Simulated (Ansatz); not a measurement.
Reaction (formal exchange of groups at a B–Si bond): `B[SiH](N)[SiH2]F` + `N[BH][GeH3]` → `[BH2][GeH2][BH]N` + `N[SiH2][SiH2]F`

Computed with Ansatz on PBE0-D4/def2-TZVP structures; ΔE is electronic, products minus reactants. CCSD(T)/CBS is the MP2 limit (def2-TZVPP, def2-QZVPP) plus CCSD(T) − MP2 in def2-TZVPP, frozen cores. Functionals use def2-TZVPP. B3LYP here is the variant with VWN-RPA as its local correlation; programs differ in this. For Ge outer-core shells are correlated without core-valence functions, which leaves a few kJ/mol of doubt a bond. Scalar relativity is left out up to krypton. One conformer a species, not always the lowest.

Is it downhill or uphill in electronic energy at CCSD(T)/CBS, and by how much? (An estimate is asked.)

The calculation gave: Downhill: ΔE = -2.8 kcal/mol.

What do these levels give: PBE0, B3LYP, HF/def2-TZVPP, HF/def2-QZVPP, MP2/def2-QZVPP, SCS-MP2/def2-QZVPP? (Estimate.)

Ansatz gave: PBE0 -1.2, B3LYP -1.8, HF/def2-TZVPP -2.4, HF/def2-QZVPP -2.3, MP2/def2-QZVPP -3.4, SCS-MP2/def2-QZVPP -3.2 kcal/mol.

Largest T1 diagnostic among the species: 0.014.
